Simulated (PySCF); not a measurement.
A structure optimised at PBE-D3(BJ)/def2-SVP, used in a PySCF frequency run:

```xyz
10

F      2.9477     0.0604    -1.2185
C      2.2494    -0.3379    -0.1388
C      0.9564    -0.1165     0.0156
C     -0.3424     0.0217     0.1867
Si    -1.6568    -1.2161    -0.3918
Cl    -1.0230     1.4428     1.0043
H      2.8734    -0.8688     0.6022
H     -2.5824    -0.5249    -1.3513
H     -0.9749    -2.3754    -1.0578
H     -2.4388    -1.6806     0.8035
```
Charge 0, spin multiplicity 1.

Task: Write its SMILES and formula.

Result: FC=C=C([SiH3])Cl, C₃H₄ClFSi

Task: What are its rotational constants (standard atomic weights)?

Result: 2.8868, 1.2271, 0.90322 GHz
